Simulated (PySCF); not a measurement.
## Computed spin Hamiltonian

Compound: C₇H₁₁O (doublet state).
Structure used (GFN2-xTB), in Å, numbered top down from 1:
```xyz
19
C7H11O angstrom
C      2.321   -0.379    0.802
C      0.874   -0.227    0.429
C     -0.059   -1.169    0.795
C     -1.496   -1.055    0.406
C     -1.645   -0.223   -0.865
C     -0.934    1.118   -0.692
C      0.490    0.892   -0.296
O      1.433    1.827   -0.639
H      2.475   -1.285    1.382
H      2.650    0.479    1.386
H      2.937   -0.421   -0.095
H      0.238   -2.016    1.391
H     -1.921   -2.051    0.255
H     -2.066   -0.582    1.216
H     -1.189   -0.761   -1.699
H     -2.700   -0.063   -1.096
H     -1.452    1.702    0.082
H     -0.982    1.694   -1.623
H      1.018    2.532   -1.148
```

The hyperfine couplings belong to this conformer and change with its torsions.

Identity: `CC1=CCCC[C]1O` [radical].

Theory: UKS B3LYP, pcH-1 on C H O, non-relativistic, mean-field spin-orbit, GIAO in PySCF. Geometry: GFN2-xTB, one conformer, isolated molecule. The geometry wasn't refined by DFT: couplings that depend on bond lengths, twists or pyramidal angles can differ widely from those at the functional's own minimum. Stability of the SCF solution: not tested. ⟨S²⟩ is 0.773 where a pure state has 0.75.

- g1, g2, g3: 2.00214, 2.00294, 2.00380
- g_iso: 2.00296
- Form of g: rhombic: the two nearest values differ by 48 % of g3 − g1
- ⟨S²⟩: 0.7725 (exact 0.7500)
- Basis functions: 310

Isotropic coupling and dipolar principal values T1 to T3, in MHz; ρ(0) is the spin density at the nucleus:

```csv
atom,isotope,a_iso,T1,T2,T3,Mulliken spin population,ρ(0) (bohr⁻³)
C1,13C,4.9,-1.0,0.0,1.0,0.01,0.0043
C2,13C,-45.4,-25.1,10.3,14.7,-0.23,-0.0403
C3,13C,51.4,-48.3,-46.3,94.6,0.62,0.0457
C4,13C,-19.3,-0.9,0.1,0.7,-0.05,-0.0172
C5,13C,5.6,-2.6,-0.6,3.2,0.02,0.0050
C6,13C,-20.3,-0.6,-0.5,1.1,-0.05,-0.0181
C7,13C,57.3,-51.8,-51.5,103.3,0.56,0.0510
O8,17O,-13.6,-43.9,21.1,22.8,0.08,0.0225
H9,1H,-2.0,-2.0,-1.4,3.4,0.00,-0.0005
H10,1H,-14.8,-2.3,-1.0,3.2,-0.01,-0.0033
H11,1H,-15.2,-2.3,-0.9,3.2,-0.01,-0.0034
H12,1H,-39.4,-23.6,0.3,23.3,-0.03,-0.0088
H13,1H,20.3,-3.1,-2.4,5.5,0.01,0.0046
H14,1H,73.6,-3.1,-2.2,5.3,0.03,0.0165
H15,1H,-2.2,-2.6,-1.1,3.7,0.00,-0.0005
H16,1H,-3.0,-2.1,-1.0,3.1,0.00,-0.0007
H17,1H,69.4,-3.1,-2.5,5.6,0.03,0.0155
H18,1H,17.0,-3.2,-2.4,5.6,0.01,0.0038
H19,1H,-8.1,-8.9,-5.9,14.8,0.00,-0.0018
```

The Mulliken spin populations are largest on C3 (+0.62), C7 (+0.56), C2 (-0.23) and O8 (+0.08). The positive populations add up to 1.37 and the negative ones to -0.37, together 2S = 1. The angles at C3 add up to 360.0°, so it is planar.

C7, the radical centre as drawn in `CC1=CCCC[C]1O`, holds a spin population of +0.56 out of 1.

Axes: g3 points within 8° of the C3–H12 bond.

Under fast tumbling the dipolar parts average out, and these isotropic splittings remain: 2 × 1H (H13/H14, I = 1/2, 3 lines) with 1.67 mT, 2 × 1H (H17/H18, I = 1/2, 3 lines) with 1.54 mT, 1 × 1H (H12, I = 1/2, 2 lines) with 1.41 mT, 3 × 1H (H9/H10/H11, I = 1/2, 4 lines) with 0.38 mT, 1 × 1H (H19, I = 1/2, 2 lines) with 0.29 mT and 2 × 1H (H15/H16, I = 1/2, 3 lines) with 0.09 mT.

Class means assume fast exchange of nuclei equivalent by connectivity; if that motion is slow, each nucleus keeps its own coupling. The three 1H nuclei of mean -10.7 MHz run from -15.2 to -2.0 MHz in the frozen geometry. The 1H value of +47.0 MHz is a mean of couplings from 20.3 to 73.6 MHz in this one geometry, not an average over conformers. The 1H value of +43.2 MHz is a mean of couplings from 17.0 to 69.4 MHz in this one geometry, not an average over conformers.

The 13C coupling of C7 (57.3 MHz) shows only in satellite lines or after enrichment, since that isotope makes up about 1.07 % of natural carbon.

The 17O coupling of O8 (-13.6 MHz) shows only in satellite lines or after enrichment, since that isotope makes up about 0.038 % of natural oxygen.

The spin density at the nucleus, in bohr⁻³, is negative for C2 (-0.0403), C6 (-0.0181) and C4 (-0.0172), for instance. A restricted open-shell determinant has no negative spin density anywhere; here it arises because α and β orbitals differ (spin polarisation).
